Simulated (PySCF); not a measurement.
Atoms are numbered as in `[CH3:1][O:2][C@@:3]1([F:4])[CH2:5][SiH2:6]1` (H(Xn): hydrogen on atom n). Ha(C5), Ha(Si6) are pro-R; Hb(C5), Hb(Si6) are pro-S.

- geometry from PBE0-D3(BJ)/def2-SVP
- shielding tensors at PBE0/pcSseg-1 (GIAO)
- program: PySCF 2.14.0 with density-fitted response routines
- isolated molecule, no relativistic terms, averaged over atoms made equivalent by symmetry, fast rotation or ring inversion, one conformer

Shifts are taken against calculated references (same method and geometry level): 13C and 1H and 29Si vs TMS; 17O against H2O; 19F vs CFCl3.

```tsv
atoms	nucleus	count	Hirshfeld charge	δ (ppm)
C3	13C	1	0.07	?
Ha(C5)	1H	1	0.05	1.05
Si6	29Si	1	0.30	-115.2
F4	19F	1	-0.12	?
Hb(Si6)	1H	1	-0.06	?
C5	13C	1	-0.19	3.8
Hb(C5)	1H	1	0.05	0.94
Ha(Si6)	1H	1	-0.06	3.26
O2	17O	1	-0.14	70.5
H(C1)	1H	3	0.04	3.42
C1	13C	1	-0.04	50.3
```

Question: Complete the table.

Answer: 
- C3: 109.9 ppm, three-membered-ring carbon; 2 electronegative neighbours deshield it
- Hb(Si6): 3.39 ppm, hydrogen on a silicon bonded to 2 C, in a 3-membered ring
- F4: -160.6 ppm, fluorine on an sp3 carbon

Shifts are as computed. Against solution values, carbons near 30 ppm lie about +2 ppm off and those near 130 ppm about +5 ppm. Of 1309 compounds with measured shifts, 239 miss one by over three times the rms of a fit or turn the order of signals round; such compounds aren't used in these exercises. Unscaled 19F shifts against computed CFCl3 carry errors that often reach 10 to 50 ppm. Experimental scales use liquid or dissolved standards, which lie at an offset from isolated H2O (liquid H2O: subtract about 36 ppm).
